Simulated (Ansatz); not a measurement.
[TaO2F2]- (TaO₂F₂⁻). The state is a singlet with charge -1. Geometry PBE-D4/def2-SVPD, basis def2-TZVPD, Ansatz.

```tsv
run	HOMO (eV)	LUMO (eV)
A	-4.30	3.90
B	-2.83	3.47
C	-2.43	3.18
D	-3.06	3.78
E	-1.23	2.91
F	-6.63	4.66
```

In the def2 sets Ta takes a core potential; there is no spin–orbit coupling. HSE06 is defined as in plane-wave codes, on full-range PBE exchange.

Task: The runs used BLYP, CAM-B3LYP, HF, HSE06, PBE0, r2SCAN0. Estimate which is which.

Result: A CAM-B3LYP (range-separated); B PBE0 (25 % exact exchange); C HSE06 (range-separated); D r2SCAN0 (25 % exact exchange); E BLYP (0 % exact exchange); F HF (100 % exact exchange). Exact exchange lowers occupied and raises empty levels; among semilocal functionals meta-GGAs tend to open the gap a little, and such runs are hard to tell apart. The gap grows from 4.15 eV (BLYP) to 11.29 eV (HF).
